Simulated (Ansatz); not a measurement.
Stepwise reaction of `OB(O)Cl` with hydrogen chloride, as a gas-phase model of exchange steps in deposition or etching. ΔE in kJ/mol; ΔG adds harmonic PBE0-D4 terms to CCSD(T)/CBS, at 1 bar.

Program: Ansatz. Geometries: PBE0-D4/def2-TZVP. ΔE: electronic, gas phase. CCSD(T)/CBS is the MP2 limit (def2-TZVPP, def2-QZVPP) plus CCSD(T) − MP2 in def2-TZVPP, frozen cores. This one scheme is used for every species. DFT in def2-TZVPP. B3LYP here is the variant with VWN-RPA as its local correlation; programs differ in this. One conformer a species, not always the lowest.

```tsv
step	reaction	PBE-D4	B3LYP-D4	ωB97M-V	CCSD(T)/CBS	ΔG(600 K)
1	`OB(O)Cl` + HCl → `OB(Cl)Cl` + H₂O	42.3	50.2	49.6	46.0	43.3
2	`OB(Cl)Cl` + HCl → `ClB(Cl)Cl` + H₂O	49.8	57.6	57.9	53.0	58.8
```

(1) By hand: ΔE of the 2 steps together at CCSD(T)/CBS.

Answers

(1) (46.0) + (53.0) = 99.0 kJ/mol, or 49.5 kJ/mol a step.

In ΔE each step is higher than the one before. All are uphill at CCSD(T)/CBS. ΔG lies between 43.3 and 58.8 kJ/mol a step. PBE-D4 differs from CCSD(T)/CBS by -3.7 to -3.2 kJ/mol a step. Isolated molecules leave out the surface, adducts and barriers. Largest T1 diagnostic: 0.011.
